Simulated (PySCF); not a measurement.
PySCF job for C4H6ClIn, SMILES C=[CH][In]([Cl])[CH]=C, TDA-LC-ωPBE/def2-SVPD. Coordinates come from a PBE-D3(BJ)/def2-SVP optimisation. The def2 effective core potentials stand for the cores of In; spin–orbit coupling is left out. The values are those of a single conformer.

```python
import numpy as np
from pyscf import gto, scf, dft, tdscf

mol = gto.M(
    atom='''
    In   -0.08077875    0.14459592   -0.00000000
    Cl    1.88039866   -1.24047592    0.00000000
    C     0.38424436    2.24027473   -0.00000000
    C    -0.55424986    3.20704016    0.00000000
    H     1.45261456    2.52128687   -0.00000000
    H    -0.28475797    4.27996965    0.00000000
    H    -1.63744160    2.99229622    0.00000000
    C    -1.80342326   -1.13714591   -0.00000000
    C    -1.62827467   -2.47280684    0.00000000
    H    -2.82415394   -0.71510672    0.00000000
    H    -2.48382752   -3.17393682   -0.00000000
    H    -0.62083112   -2.92579160   -0.00000000
    ''',
    basis='def2-SVPD',
    ecp={'In': 'def2-svp'},
    charge=0,
    spin=0,
    symmetry=True,
    max_memory=1600,
    verbose=4,
)
mf = dft.RKS(mol, xc='lc_wpbe').density_fit(auxbasis='def2-universal-jkfit')
mf.grids.level = 3
mf.conv_tol = 1e-9
mf.max_cycle = 100
mf.kernel()
mf.grids = dft.Grids(mol).set(level=1).build(with_non0tab=True)  # coarser grid for the response kernel
td = tdscf.TDA(mf)
td.singlet = True
td.nstates = 10
td.conv_tol = 1e-4
td.kernel(x0=td.get_init_guess(mf, 15))
td.analyze()
tt = tdscf.TDA(mf)
tt.singlet = False
tt.nstates = 4
tt.conv_tol = 1e-4
tt.kernel(x0=tt.get_init_guess(mf, 9))
tt.analyze(verbose=3)
```

Program output:

```
PySCF version 2.14.0

[INPUT] verbose = 4
[INPUT] num. atoms = 12
[INPUT] num. electrons = 68
[INPUT] charge = 0
[INPUT] spin (= nelec alpha-beta = 2S) = 0
[INPUT] symmetry True subgroup None
[INPUT] Mole.unit = angstrom
[INPUT] Symbol           X                Y                Z      unit          X                Y                Z       unit  Magmom
[INPUT]  1 In    -0.080778750000   0.144595920000   0.000000000000 AA   -0.152649714185   0.273246687530   0.000000000000 Bohr   0.0
[INPUT]  2 Cl     1.880398660000  -1.240475920000   0.000000000000 AA    3.553438472399  -2.344159752918   0.000000000000 Bohr   0.0
[INPUT]  3 C      0.384244360000   2.240274730000   0.000000000000 AA    0.726116605309   4.233505683484   0.000000000000 Bohr   0.0
[INPUT]  4 C     -0.554249860000   3.207040160000   0.000000000000 AA   -1.047380439979   6.060427572881   0.000000000000 Bohr   0.0
[INPUT]  5 H      1.452614560000   2.521286870000   0.000000000000 AA    2.745043682956   4.764541665762   0.000000000000 Bohr   0.0
[INPUT]  6 H     -0.284757970000   4.279969650000   0.000000000000 AA   -0.538114575087   8.087970459951   0.000000000000 Bohr   0.0
[INPUT]  7 H     -1.637441600000   2.992296220000   0.000000000000 AA   -3.094316168970   5.654620339371   0.000000000000 Bohr   0.0
[INPUT]  8 C     -1.803423260000  -1.137145910000   0.000000000000 AA   -3.407976048070  -2.148894333569   0.000000000000 Bohr   0.0
[INPUT]  9 C     -1.628274670000  -2.472806840000   0.000000000000 AA   -3.076993181867  -4.672927686551   0.000000000000 Bohr   0.0
[INPUT] 10 H     -2.824153940000  -0.715106720000   0.000000000000 AA   -5.336877480211  -1.351355850636   0.000000000000 Bohr   0.0
[INPUT] 11 H     -2.483827520000  -3.173936820000   0.000000000000 AA   -4.693753753458  -5.997871326473   0.000000000000 Bohr   0.0
[INPUT] 12 H     -0.620831120000  -2.925791600000   0.000000000000 AA   -1.173200786407  -5.528944821553   0.000000000000 Bohr   0.0

nuclear repulsion = 350.401878388685
point group symmetry = Cs
symmetry origin: [ 5.90539419e-09 -2.36215777e-09  0.00000000e+00]
symmetry axis x: [1.000000e+00 2.225009e-09 0.000000e+00]
symmetry axis y: [-2.225009e-09  1.000000e+00  0.000000e+00]
symmetry axis z: [0. 0. 1.]
num. orbitals of irrep A' = 133
num. orbitals of irrep A" = 54
number of shells = 79
number of NR pGTOs = 292
number of NR cGTOs = 187
basis = def2-SVPD
ecp = {'In': 'def2-svp'}


[settings echo left out]
init E= -784.394461601096
HOMO (A") = -0.594989023376125  LUMO (A") = -0.466439008847135  gap/eV = 3.49802
cycle= 1 E= -804.777386627084  delta_E= -20.4  |g|= 2.09  |ddm|= 21.4
HOMO (A') = -0.089707876950382  LUMO (A") = 0.0360201236649189  gap/eV = 3.42123
cycle= 2 E= -805.045207956725  delta_E= -0.268  |g|= 2.14  |ddm|= 19.9
HOMO (A') = -0.350643645443681  LUMO (A") = 0.012184608865546  gap/eV = 9.87306
cycle= 3 E= -805.886745950963  delta_E= -0.842  |g|= 0.133  |ddm|= 5.17
HOMO (A') = -0.381634915591783  LUMO (A") = -0.00100647032206425  gap/eV = 10.35743
cycle= 4 E= -805.892944706712  delta_E= -0.0062  |g|= 0.084  |ddm|= 0.511
HOMO (A') = -0.386545729922068  LUMO (A") = 0.00241446052825545  gap/eV = 10.58415
cycle= 5 E= -805.894798385335  delta_E= -0.00185  |g|= 0.0217  |ddm|= 0.262
HOMO (A') = -0.384085141987825  LUMO (A") = 0.00448438245323324  gap/eV = 10.57352
cycle= 6 E= -805.895013371942  delta_E= -0.000215  |g|= 0.00609  |ddm|= 0.0603
HOMO (A') = -0.38514959884282  LUMO (A") = 0.00416654300726726  gap/eV = 10.59383
cycle= 7 E= -805.895036245435  delta_E= -2.29e-05  |g|= 0.00167  |ddm|= 0.0257
HOMO (A') = -0.385173821466314  LUMO (A") = 0.00415726735947075  gap/eV = 10.59424
cycle= 8 E= -805.895038336874  delta_E= -2.09e-06  |g|= 0.000667  |ddm|= 0.00803
HOMO (A') = -0.38522143998478  LUMO (A") = 0.00415060200089545  gap/eV = 10.59535
cycle= 9 E= -805.895038483103  delta_E= -1.46e-07  |g|= 0.000296  |ddm|= 0.00251
HOMO (A') = -0.385238944094689  LUMO (A") = 0.00414667028173987  gap/eV = 10.59572
cycle= 10 E= -805.89503851606  delta_E= -3.3e-08  |g|= 9.01e-05  |ddm|= 0.000826
HOMO (A') = -0.385235608407215  LUMO (A") = 0.00414731275090396  gap/eV = 10.59565
cycle= 11 E= -805.895038519984  delta_E= -3.92e-09  |g|= 2.27e-05  |ddm|= 0.000304
HOMO (A') = -0.385237951174803  LUMO (A") = 0.00414535054282172  gap/eV = 10.59566
cycle= 12 E= -805.895038520219  delta_E= -2.34e-10  |g|= 6.25e-06  |ddm|= 8.77e-05
HOMO (A') = -0.385238143538995  LUMO (A") = 0.00414532581509608  gap/eV = 10.59566
Extra cycle  E= -805.895038520232  delta_E= -1.36e-11  |g|= 3.54e-06  |ddm|= 3.21e-05
converged SCF energy = -805.895038520232
tot grids = 49960


******** <class 'pyscf.tdscf.rks.TDA'> for <class 'pyscf.df.df_jk.DFSymAdaptedRKS'> ********
nstates = 10 singlet
deg_eia_thresh = 1.000e-03
wfnsym = None
conv_tol = 0.0001
eigh lindep = 1e-12
eigh level_shift = 0
eigh max_cycle = 100


Excitation energies (eV)
[5.20215765 6.0848655  6.62895707 6.64917321 6.75847878 7.00478128
 7.01677179 7.14758589 7.15098003 7.32051115]

** Singlet excitation energies and oscillator strengths **
Excited State   1:   A"      5.20216 eV    238.33 nm  f=0.0000
      30 -> 35       -0.12923
      31 -> 37        0.10480
      34 -> 35       -0.65635
Excited State   2:   A"      6.08487 eV    203.76 nm  f=0.0094
      30 -> 35       -0.30808
      30 -> 37       -0.13031
      31 -> 35        0.44898
      34 -> 37       -0.36536
Excited State   3:   A'      6.62896 eV    187.03 nm  f=0.2193
      33 -> 35        0.67588
      33 -> 37       -0.10737
Excited State   4:   A"      6.64917 eV    186.47 nm  f=0.0001
      30 -> 35       -0.49329
      31 -> 35       -0.39333
      34 -> 35        0.19017
      34 -> 41        0.14237
Excited State   5:   A'      6.75848 eV    183.45 nm  f=0.3279
      32 -> 35        0.66876
Excited State   6:   A"      7.00478 eV    177.00 nm  f=0.0000
      28 -> 35        0.16355
      30 -> 35       -0.29484
      30 -> 37        0.13995
      30 -> 41       -0.12809
      31 -> 35        0.29403
      31 -> 41        0.18474
      34 -> 37        0.42780
Excited State   7:   A'      7.01677 eV    176.70 nm  f=0.3376
      30 -> 36       -0.15636
      30 -> 38        0.18525
      31 -> 36       -0.14502
      31 -> 38        0.14799
      34 -> 36        0.47720
      34 -> 38       -0.29625
      34 -> 39        0.13528
Excited State   8:   A'      7.14759 eV    173.46 nm  f=0.0401
      29 -> 35       -0.64539
Excited State   9:   A"      7.15098 eV    173.38 nm  f=0.0062
      29 -> 36        0.11905
      29 -> 38       -0.18693
      32 -> 36       -0.24202
      32 -> 38        0.19126
      33 -> 36       -0.45184
      33 -> 38        0.25899
      33 -> 39       -0.16409
Excited State  10:   A"      7.32051 eV    169.37 nm  f=0.0001
      29 -> 38        0.12797
      32 -> 36        0.49291
      32 -> 39        0.24522
      33 -> 36       -0.30110
      33 -> 39       -0.16480

** Transition electric dipole moments (AU) **
state          X           Y           Z        Dip. S.      Osc.
  1        -0.0000     -0.0000      0.0071      0.0001      0.0000
  2         0.0000     -0.0000     -0.2512      0.0631      0.0094
  3         0.4322      1.0787     -0.0000      1.3505      0.2193
  4         0.0000     -0.0000     -0.0257      0.0007      0.0001
  5         0.3341     -1.3670      0.0000      1.9804      0.3279
  6         0.0000      0.0000     -0.0065      0.0000      0.0000
  7        -0.4769     -1.3177      0.0000      1.9639      0.3376
  8        -0.4410      0.1856      0.0000      0.2289      0.0401
  9        -0.0000      0.0000      0.1883      0.0355      0.0062
 10         0.0000      0.0000     -0.0178      0.0003      0.0001

WARN: ECP detected. Skipping calculation of transition velocity and magnetic dipole moments, which have not yet been implemented.



******** <class 'pyscf.tdscf.rks.TDA'> for <class 'pyscf.df.df_jk.DFSymAdaptedRKS'> ********
nstates = 4 triplet
deg_eia_thresh = 1.000e-03
wfnsym = None
conv_tol = 0.0001
eigh lindep = 1e-12
eigh level_shift = 0
eigh max_cycle = 100


Excitation energies (eV)
[3.90807125 3.94249622 4.749821   5.39383709]

** Triplet excitation energies and oscillator strengths **
Excited State   1:   A'      3.90807 eV    317.25 nm  f=0.0000
Excited State   2:   A'      3.94250 eV    314.48 nm  f=0.0000
Excited State   3:   A"      4.74982 eV    261.03 nm  f=0.0000
Excited State   4:   A"      5.39384 eV    229.86 nm  f=0.0000
```

The calculation finished and met its thresholds.

Cost: very roughly 5 core-minutes.
